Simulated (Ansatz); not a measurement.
A structure relaxed at PBE-D4/def2-SVP in Ansatz, charge 0, doublet:

Cartesian coordinates in Å:
```
Co -0.984 0.391 -0.696
Co -0.048 0.234 1.244
Co 0.807 -1.080 -0.477
S 1.877 -0.708 1.348
S 0.078 -0.406 -2.381
S -1.731 1.568 0.962
```

Task: Give its formula and point group.

Result: Co₃S₃ (the lowest doublet isomer of a short search). Point group Cs (tolerance 0.1 Å).

Task: Summarise the bond lengths by kind (pairs closer than 1.2 times the sum of covalent radii, bridged metal pairs left out).

Result: 6 × Co–S 2.14 to 2.17 Å.

The charge 0 doublet is spin-contaminated (final ⟨S²⟩ up to 3.38, 0.75 for a pure state). At PBE-D4/def2-SVP a quartet of charge 0 lies 0.07 eV below the doublet, each at its own geometry. Another isomer (doublet) lies 0.30 eV lower at PBE0-D4/def2-TZVP.
